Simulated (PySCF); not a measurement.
# Computed data sheet: `CCO[SiH]1[SiH2][SiH2][SiH2][SiH2][SiH2]1`

Compound: C2H16OSi6.
Bonds: C1–C2, C2–O3, O3–Si4, Si4–Si5, Si5–Si6, Si6–Si7, Si7–Si8, Si8–Si9, Si4–Si9. Hydrogens: H10, H11, H12 on C1; H13, H14 on C2; H15 on Si4; H16, H17 on Si5; H18, H19 on Si6; H20, H21 on Si7; H22, H23 on Si8; H24, H25 on Si9.

PBE0-D3(BJ)/def2-SVP geometry optimisation, gas phase (PySCF):

```yaml
Point_group: C1
Rotational_constants_A_B_C: 0.658, 0.531, 0.461 GHz
```

PBE0/pcSseg-1 ground state and GIAO shieldings, non-relativistic (PySCF):

```yaml
Dipole_moment: 1.23 D
HOMO_energy: -7.41 eV
LUMO_energy: -0.88 eV
HOMO–LUMO_gap: 6.53 eV
Lowest_Hirshfeld_atomic_charge: -0.22 e on O3
Highest_Hirshfeld_atomic_charge: +0.23 e on Si4
13C_chemical_shifts_computed_TMS_as_zero_by_class: 66.2 (C2), 20.0 (C1) ppm
1H_chemical_shifts_computed_TMS_as_zero_by_class: 5.71 (H15), 3.75 (H20), 3.75 (H16/H24), 3.74 (H21), 3.65 (H19/H23), 3.63 (H18/H22), 3.43 (H17/H25), 3.38 (H13/H14), 1.26 (H10/H11/H12) ppm
Isotropic_shieldings_of_nuclei_other_than_C_and_H_by_class: 305 (O3), 357 (Si4), 466 (Si7), 467 (Si5/Si9), 470 (Si6/Si8) ppm
Mayer_bond_orders_between_heavy_atoms: C1–C2 1.07, C2–O3 0.89, O3–Si4 0.87, Si4–Si5 0.89, Si5–Si6 0.86, Si6–Si7 0.87, Si7–Si8 0.85, Si8–Si9 0.85, Si9–Si4 0.86
```

From delta-SCF UKS SCAN, pcX-2 on the ionised atom, pcseg-1 elsewhere, spin-free X2C; 2p3/2 from a spin–orbit splitting computed afterwards within the 2p shell (PySCF):

```yaml
Core_binding_energies: Si2p3/2 105.9 (Si7), Si2p3/2 105.9 (Si6/Si8), Si2p3/2 105.9 (Si5/Si9), Si2p3/2 106.4 (Si4), C1s 290.6 (C1), C1s 292.1 (C2), O1s 537.5 (O3), Si1s 1845.6 (Si7), Si1s 1845.6 (Si5/Si9), Si1s 1845.6 (Si6/Si8), Si1s 1846.2 (Si4) eV
```

Monoisotopic mass from the formula: 223.9817 u.

A dipole of 1.23 D is allowed in C1, and pure rotational transitions are dipole-allowed. The rotational constants make it an asymmetric top with κ = (2B − A − C)/(A − C) = -0.3, nearer the prolate limit (−1). The dipole matches unit charges of opposite sign 0.26 Å apart (1 e·Å = 4.8032 D). With B = h/(8π²I), that is 505.379 GHz u Å² over I, the principal moments of inertia are 767.5, 952.1 and 1096.8 u Å² (most abundant isotopes).

 NMR classes are plain means over equivalent atoms (diastereotopic ones count apart unless rotation or inversion swaps them), as if these changed places fast; in this geometry the members of some classes differ.

For the core-ionisation job (SCAN ΔSCF), hardware: Arm Neoverse N1, one thread, no GPU, on a shared host. Cost: 9.7 min wall.

One conformer stands for the species.
